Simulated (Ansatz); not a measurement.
A nudged elastic band was laid between two geometries of C3H6OSi + H2O (14 atoms, charge 0, multiplicity 1).

Theory: RHF/def2-SVP (Ansatz).

```
movable images  : 5
climbing image  : yes
spring          : 5.0 eV/Å²
optimiser       : quadratic models (default)
start path      : through a guess of the saddle point
force threshold : 0.03 eV/Å
iteration limit : 60
end points      : relaxed
```

Initial state:

```xyz
14
Properties=species:S:1:pos:R:3
H -1.202 1.233 -0.306
Si -0.885 0.400 -1.489
C 1.509 -0.339 0.590
C 0.969 -1.352 -0.035
C -0.236 -1.303 -0.952
O 1.994 0.540 1.140
H 0.483 1.438 2.630
O -0.441 1.597 2.761
H -2.107 0.200 -2.301
H 0.133 1.108 -2.305
H 1.444 -2.302 0.184
H -1.070 -1.837 -0.486
H -0.003 -1.854 -1.869
H -0.587 2.473 2.437
```

Final state:

```xyz
14
Properties=species:S:1:pos:R:3
H -1.454 2.495 1.856
Si -0.534 0.042 -0.930
C 0.565 -0.481 0.489
C 0.892 -1.619 -0.135
C 0.161 -1.643 -1.476
O 0.972 -0.048 1.681
H 0.568 0.792 1.860
O -0.569 2.375 1.545
H -1.996 0.139 -0.690
H -0.144 1.237 -1.720
H 1.558 -2.394 0.235
H -0.553 -2.463 -1.585
H 0.821 -1.649 -2.348
H -0.286 3.216 1.218
```

(1) Which bonds break or form, and what moves?

(2) What energy profile does the band end with?

(3) What is the geometry of the highest image?

Results:

(1) Bonds broken: H1–Si2, H7–O8. Bonds formed: H1–O8, Si2–C3, O6–H7.

(2) The run converged. The highest image is number 4 of 0 to 6, 337.6 kJ/mol above the first end and 330.1 kJ/mol above the last; the last end lies 7.6 kJ/mol above the first. Neighbouring images differ by up to 3.2 eV, so the band resolves the path poorly. A vibrational analysis at the climbing image gives one clearly imaginary mode, 743i cm⁻¹: a first-order saddle point. The orbitals stay closed-shell, which can raise the energy where a bond breaks towards radicals; this wasn't checked here.

```json
{"image": "0", "path coordinate (Å)": "0.00", "energy (kJ/mol)": "0.0", "H1–Si2 (Å)": "1.48", "H7–O8 (Å)": "0.95", "H1–O8 (Å)": "3.18"}
{"image": "1", "path coordinate (Å)": "1.12", "energy (kJ/mol)": "0.6", "H1–Si2 (Å)": "1.48", "H7–O8 (Å)": "0.95", "H1–O8 (Å)": "3.08"}
{"image": "2", "path coordinate (Å)": "2.24", "energy (kJ/mol)": "3.9", "H1–Si2 (Å)": "1.48", "H7–O8 (Å)": "0.95", "H1–O8 (Å)": "2.83"}
{"image": "3", "path coordinate (Å)": "3.37", "energy (kJ/mol)": "30.3", "H1–Si2 (Å)": "1.49", "H7–O8 (Å)": "0.95", "H1–O8 (Å)": "2.24"}
{"image": "4", "path coordinate (Å)": "4.49", "energy (kJ/mol)": "337.6", "H1–Si2 (Å)": "2.22", "H7–O8 (Å)": "1.01", "H1–O8 (Å)": "1.05"}
{"image": "5", "path coordinate (Å)": "5.73", "energy (kJ/mol)": "30.6", "H1–Si2 (Å)": "2.75", "H7–O8 (Å)": "1.78", "H1–O8 (Å)": "0.95"}
{"image": "6", "path coordinate (Å)": "6.97", "energy (kJ/mol)": "7.6", "H1–Si2 (Å)": "3.82", "H7–O8 (Å)": "1.97", "H1–O8 (Å)": "0.95"}
```

(3) 
```xyz
14
Properties=species:S:1:pos:R:3
H -0.642 1.446 0.873
Si -0.788 0.284 -1.008
C 0.796 -0.458 0.801
C 0.879 -1.464 -0.053
C 0.023 -1.427 -1.286
O 1.101 0.115 1.814
H 0.253 1.296 2.078
O -0.445 1.961 1.763
H -2.279 0.218 -1.129
H -0.371 1.244 -2.080
H 1.570 -2.262 0.209
H -0.701 -2.246 -1.311
H 0.612 -1.483 -2.205
H -0.008 2.776 1.535
```

The run took 8.2 min on 2 threads of Arm Neoverse V1, with other jobs on the host, peak memory 0.3 GiB.
